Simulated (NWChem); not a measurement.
System: C$_{3}$H$_{5}$BO$_{2}$; SMILES CB1COC1=O

Here is an NWChem input.

```
start job
memory heap 200 mb stack 900 mb global 1100 mb
geometry units angstroms noautosym nocenter noautoz
  C      0.681886    -2.166473     0.004938
  B     -0.017454    -0.791926    -0.031811
  C     -1.479071    -0.175822    -0.007981
  O     -0.904259     1.188984     0.030214
  C      0.433578     0.773544    -0.001525
  O      1.385356     1.512579     0.001860
  H      1.657920    -2.166343    -0.521314
  H      0.932662    -2.332836     1.081906
  H      0.062181    -3.025167    -0.318090
  H     -2.109867    -0.317007    -0.912796
  H     -2.109514    -0.368102     0.887402
end
basis spherical
  * library def2-svp
end
dft
  xc b3lyp
  iterations 150
  mulliken
end
task dft energy
esp
  recalculate
  probe 0.07
  range 0.3
  factor 1.0
  spacing 0.02
end
task esp
```

NWChem printed, in part:

```
             Northwest Computational Chemistry Package (NWChem) 7.3.0
             --------------------------------------------------------

                             Geometry "geometry" -> ""
                             -------------------------

 Output coordinates in angstroms (scale by  1.889725989 to convert to a.u.)

  No.       Tag          Charge          X              Y              Z
 ---- ---------------- ---------- -------------- -------------- --------------
    1 C                    6.0000     0.68188600    -2.16647300     0.00493800
    2 B                    5.0000    -0.01745400    -0.79192600    -0.03181100
    3 C                    6.0000    -1.47907100    -0.17582200    -0.00798100
    4 O                    8.0000    -0.90425900     1.18898400     0.03021400
    5 C                    6.0000     0.43357800     0.77354400    -0.00152500
    6 O                    8.0000     1.38535600     1.51257900     0.00186000
    7 H                    1.0000     1.65792000    -2.16634300    -0.52131400
    8 H                    1.0000     0.93266200    -2.33283600     1.08190600
    9 H                    1.0000     0.06218100    -3.02516700    -0.31809000
   10 H                    1.0000    -2.10986700    -0.31700700    -0.91279600
   11 H                    1.0000    -2.10951400    -0.36810200     0.88740200

 Effective nuclear repulsion energy (a.u.)     205.5697274023

                                 NWChem DFT Module
                                 -----------------

 Summary of "ao basis" -> "ao basis" (spherical)
 ------------------------------------------------------------------------------
       Tag                 Description            Shells   Functions and Types
 ---------------- ------------------------------  ------  ---------------------
 C                          def2-svp                 6       14   3s2p1d
 B                          def2-svp                 6       14   3s2p1d
 O                          def2-svp                 6       14   3s2p1d
 H                          def2-svp                 3        5   2s1p

            General Information
            -------------------
          SCF calculation type: DFT
          Wavefunction type:  closed shell.
          No. of atoms     :    11
          No. of electrons :    44
           Alpha electrons :    22
            Beta electrons :    22
          Charge           :     0
          Spin multiplicity:     1
          Use of symmetry is: off; symmetry adaption is: off
          Maximum number of iterations: 150
          AO basis - number of functions:   109
                     number of shells:    51
          Convergence on energy requested:  1.00D-06
          Convergence on density requested:  1.00D-05
          Convergence on gradient requested:  5.00D-04

              XC Information
              --------------
                         B3LYP Method XC Potential
                     Hartree-Fock (Exact) Exchange  0.200
                        Slater Exchange Functional  0.800 local
                    Becke 1988 Exchange Functional  0.720 non-local
              Lee-Yang-Parr Correlation Functional  0.810
                  VWN I RPA Correlation Functional  0.190 local

             Grid Information
             ----------------
          Grid used for XC integration:  medium
          Radial quadrature: Mura-Knowles
          Angular quadrature: Lebedev.
          Tag              B.-S. Rad. Rad. Pts. Rad. Cut. Ang. Pts.
          ---              ---------- --------- --------- ---------
          C                   0.70       49          10.0       434
          B                   0.85       49           8.0       434
          O                   0.60       49          12.0       434
          H                   0.35       45          11.0       434
          Grid pruning is: on
          Number of quadrature shells:   519
          Spatial weights used:  Erf1

[...]

                     NWChem Electrostatic Potential Fit Module
                     -----------------------------------------

 Atom parameters

 Number of atoms is                                   11
 Number of basis functions is                        109

 Grid parameters

 Maximum number of grid points is                  43153
 Number of grid points is                          43152
 Grid range                                     0.300000 nm
 Grid spacing                                   0.020000 nm
 Probe radius                                   0.070000 nm
 Atom radius factor                             1.000000

 Atomic radii

    1    0.100000
    5    0.158000
    6    0.147000
    8    0.136000
 FASTESP  F
  using M.O. file = ./job.movecs

    Atom              Coordinates                           Charge

                                                  ESP

    1 C     0.068189   -0.216647    0.000494   -0.319421
    2 B    -0.001745   -0.079193   -0.003181    0.150933
    3 C    -0.147907   -0.017582   -0.000798    0.108509
    4 O    -0.090426    0.118898    0.003021   -0.370585
    5 C     0.043358    0.077354   -0.000153    0.564551
    6 O     0.138536    0.151258    0.000186   -0.486801
    7 H     0.165792   -0.216634   -0.052131    0.091827
    8 H     0.093266   -0.233284    0.108191    0.112974
    9 H     0.006218   -0.302517   -0.031809    0.084303
   10 H    -0.210987   -0.031701   -0.091280    0.034029
   11 H    -0.210951   -0.036810    0.088740    0.029681
                                            ------------
                                               -0.000000

 Dipole moment                                  1.869295

 Quadrupole moment Qxx                          0.937823
                   Qyy                         -6.137103
                   Qzz                          5.199280

 RMS deviation kJ/mol                           0.059191

 RRMS %                                        19.574070
```

Level: B3LYP/def2-SVP. All runs use the structure optimised with PBE-D3(BJ)/def2-SVP.
